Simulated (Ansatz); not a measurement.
A geometry relaxed with CAM-B3LYP-D3(BJ)/def2-TZVP in Ansatz (a quantum-chemistry and plane-wave program), charge 0, multiplicity 1:

```xyz
6

S     -1.1329    -0.3841     1.3599
H      2.1286    -1.0027     0.5843
H     -2.2492     0.2152     0.9199
Al     0.0179     0.2013    -0.3768
S      2.0970    -0.3491    -0.5873
Cl    -0.8615     1.3194    -1.9000
```

### Question
Write the SMILES of this molecule.

### Answer
`[SH][Al]([SH])[Cl]`
